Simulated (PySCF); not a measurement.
## InO⁺ at UHF-CCSD(T)

Computed with UHF-CCSD(T); PySCF, spin-free X2C with a Gaussian nucleus, basis sets In x2c-SVPall, O x2c-SVPall.

* state: ³Σ⁻ (triplet), unpaired electrons π ↑↑
* bond length: 3.046 Å
* harmonic wavenumber: 110 cm⁻¹
* force constant: 0.100 mdyn/Å
* rotational constant Be: 0.1294 cm⁻¹
* anharmonicity ωexe: 1.56 cm⁻¹
* vibration–rotation constant αe: 0.00257 cm⁻¹
* well depth De to In⁺ + O: 5.5 kcal/mol
* dissociation energy D0: 5.4 kcal/mol

Correlated steps freeze 19 core orbitals. The bond is weak. Basis-set superposition, not corrected here, can be much of De in a small basis, most of all at correlated wavefunction levels. Spin–orbit coupling is left out, which matters for elements this heavy, above all for dissociation energies. For an ion De counts to the pair picked by the measured ionisation energies or electron affinities, which need not be the lowest pair at this level. The state is the lowest determinant that a PBE0 search found; another state may lie lower at other levels.
